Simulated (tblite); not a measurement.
aniline (C6H7N), singlet, geometry from GFN2-xTB; GFN1-xTB in tblite 0.6.0.

tblite was given this input:
```
$ tblite run mol.xyz --method gfn1 --charge 0 --spin 0 --json tblite.json --no-restart

# file mol.xyz
14

N      2.26898850    -0.34589154     0.26581677
C      0.91756321    -0.12718200     0.07978234
C      0.32384857     1.05784892     0.51488921
C     -1.03918263     1.24264988     0.39414758
C     -1.83576132     0.25579586    -0.16255361
C     -1.25309513    -0.92291663    -0.59783701
C      0.10910245    -1.11615687    -0.48096117
H      2.68780582    -1.05943881    -0.30846466
H      2.83930297     0.47425910     0.39407885
H      0.94292242     1.83040004     0.94949780
H     -1.48309267     2.16698132     0.73495964
H     -2.90066566     0.40457570    -0.25771264
H     -1.86492136    -1.69850304    -1.03570909
H      0.56087799    -2.03726852    -0.82217146
```

### Question
Predict the main parts of the log of this tblite run.

### Answer

```
xTB calculator
 | screened Coulomb repulsion
 | Coulomb electrostatics
 |  * isotropic Klopman-Ohno-Mataga-Nishimoto electrostatics
 |  * onsite third-order electrostatics
 | DFT-D3(BJ) dispersion correction

halogen bonding energy    0.0000000000000E+00 Eh
repulsion energy          3.3999670225256E-01 Eh
dispersion energy        -5.8513084139203E-03 Eh
number of electrons       3.6000000000000E+01 e
integral cutoff           1.9731147476801E+01 bohr

------------------------------------------------------------
  cycle        total energy    energy error   density error
------------------------------------------------------------
      1     -19.63211016147  -1.9966256E+01   6.8541118E-01
      2     -19.65127026940  -1.9160108E-02   4.0129054E-01
      3     -19.65177811507  -5.0784567E-04   3.6701016E-02
      4     -19.65248525685  -7.0714178E-04   7.3148971E-03
      5     -19.65264851129  -1.6325444E-04   1.8478206E-03
      6     -19.65265423707  -5.7257743E-06   4.8141287E-04
      7     -19.65265436949  -1.3241917E-07   1.3390824E-04
      8     -19.65265439372  -2.4239263E-08   1.2836163E-05
------------------------------------------------------------

electronic energy        -1.9986799787563E+01 Eh
total energy             -1.9652654393725E+01 Eh

Post processing:
 | Mayer-Wiberg bond orders

[Info] JSON dump of results written to 'tblite.json'
```
